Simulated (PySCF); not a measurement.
Species: C3H9NO2S.
Z-matrix (Å and degrees, GFN2-xTB geometry), rows numbered from 1:
```
C 
S   1  1.8110
O   2  1.4392  1  108.81
O   2  1.4382  1  108.96  3   129.13
C   2  1.8278  1  105.07  3  -115.29
C   5  1.5165  2  109.77  1   -69.45
N   6  1.4576  5  110.29  2    79.52
H   1  1.0822  2  107.72  3   -84.07
H   1  1.0838  2  106.90  3   156.09
H   1  1.0815  2  107.89  3    35.64
H   5  1.0860  2  106.79  1    53.22
H   5  1.0863  2  105.15  1   170.03
H   6  1.1026  5  109.70  2  -155.62
H   6  1.0937  5  107.52  2   -38.17
H   7  1.0155  6  110.23  5    68.96
H   7  1.0136  6  110.34  5  -172.31
```

The calculation used PySCF, TDDFT wB97X-D/def2-SVPD, vertical, gas phase, core orbitals frozen in the response.

Relations used (vacuum, state to state): A = 0.6670 f ν̃² s⁻¹ (ν̃ in cm⁻¹); τ = 1/A; f = (2/3) ΔE |μ|² in atomic units; ∫σ dE = 109.76 f Mb·eV.

These lifetimes count emission to the ground state at the vertical energy alone; relaxation of the geometry and all other decay channels are left out.

Energies and rates of the computed singlets with f of 0.002 or more:

| state | ν̃ (cm⁻¹) | A (s⁻¹) |
| --- | --- | --- |
| S1 | 54930 | 3.16×10⁷ |
| S2 | 64090 | 1.79×10⁷ |
| S3 | 64610 | 6.43×10⁶ |
| S5 | 67170 | 5.03×10⁸ |
| S6 | 67800 | 2.47×10⁷ |
| S7 | 67860 | 3.75×10⁷ |
| S8 | 69670 | 1.10×10⁷ |

Task: Go back from the rates to the oscillator strengths and transition dipoles.

Result: f = A / (0.6670 ν̃²), and |μ| follows from f:

```csv
state,f,|μ| (D),τ,"main configurations (H = HOMO, L = LUMO)"
S1,0.016,0.78,32 ns,H→L (75%)
S2,0.0065,0.47,56 ns,"H→L+1 (32%), H→L+2 (18%), H→L (10%)"
S3,0.0023,0.28,160 ns,"H→L+4 (39%), H→L+1 (16%), H-1→L+4 (16%)"
S5,0.167,2.30,2 ns,"H-1→L+4 (23%), H-1→L (20%), H→L+2 (16%)"
S6,0.0080,0.50,41 ns,"H→L+4 (26%), H-1→L+4 (21%), H→L+3 (10%)"
S7,0.012,0.62,27 ns,"H→L+3 (20%), H-2→L (20%), H-1→L (11%)"
S8,0.0034,0.32,91 ns,H-1→L+1 (18%)
```

Task: What is the integrated cross-section of all computed states together?

Result: Σf = 0.217 over S1 to S8, so 109.76 × Σf ≈ 23.8 Mb·eV.

Task: Which computed singlets stay under f = 0.002?

Result: S4 (8.07 eV, f 0.0016).

Task: Suppose S1 emitted 0.3 eV lower with the same transition dipole. How would A change?

Result: At fixed |μ|, A goes as the cube of the energy: (6.51/6.81)³ = 0.87, which makes τ about 36 ns.

One conformer stands for the species.
